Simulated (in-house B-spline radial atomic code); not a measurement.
The numbers below are computed, except where a source is named.
Extrapolating the RPA correlation energy in partial waves: the magnesium ion Mg⁺

All-electron RPA on Hartree-Fock orbitals from an all-electron radial atomic-structure program (B-spline basis), non-relativistic, point nucleus, configuration [Ne] 3s1, highest spin. RPA overbinds a lone outer s electron by self-correlation, and G0W0 tends to as well. With empty states up to angular momentum L the sums are:

```csv
L,E_c(L) (hartree)
3,-0.503567
4,-0.533645
5,-0.545786
6,-0.551577
7,-0.554670
```

For large l each further wave adds A/(l + 1/2)⁴, because the basis must build the cusp where two electrons meet.

Task: Estimate the limit from L = 6 and L = 7.

Result: Wave 7 adds -0.003093, against a sum of (l + 1/2)⁻⁴ of 3.16049e-04, so A = -9.7864. The sum over l > 7 is ζ(4, 8.5) = 6.4602e-04, close to 1/(3 × 8³) = 6.5104e-04. The tail is -0.006322 and the limit -0.56099 hartree.

Task: How good is the estimate?

Result: A run to L = 11 sums to -0.55875 and extrapolates to -0.56035 hartree, 0.08 millihartree from the run before. The estimate differs from that by -0.65 millihartree, while the bare sum at L = 7 misses 5.7 millihartree (1.0 %).
